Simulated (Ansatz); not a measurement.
`NB(O)[SeH]` at its PBE0-D4/def2-TZVP geometry, where that method's forces vanish. Charge 0, multiplicity 1.

```csv
atom,x (Å),y (Å),z (Å)
N1,0.7696,0.5953,-0.2279
B2,-0.2256,-0.2584,0.2748
O3,-0.2273,-0.7701,1.5417
Se4,-1.7731,-0.8339,-0.8087
H5,1.5631,0.8965,0.3116
H6,0.7554,0.9625,-1.1610
H7,0.5182,-0.4998,2.0817
H8,-1.3803,-0.0922,-2.0123
```

Task: For each bond, give half the difference of the two atoms' forces along it (eV/Å; positive pushes the atoms apart) under PBE-D4, r2SCAN-D4, B3LYP-D4, ωB97M-V in def2-TZVPP. (Estimate.)

Result: Ansatz gave: 
```
  bond  length (Å)  PBE-D4  r2SCAN-D4  B3LYP-D4  ωB97M-V
 N1–B2       1.404   -0.01       0.04      0.01     0.07
 N1–H5       1.006    0.19       0.00     -0.01    -0.05
 N1–H6       1.003    0.17      -0.02     -0.02    -0.04
 B2–O3       1.366    0.28       0.11      0.09     0.15
B2–Se4       1.975    0.01       0.00      0.10    -0.05
 O3–H7       0.959    0.36       0.01     -0.02    -0.08
Se4–H8       1.467    0.26      -0.02      0.05    -0.10
```

B3LYP here is the variant with VWN-RPA as its local correlation; programs differ in this.
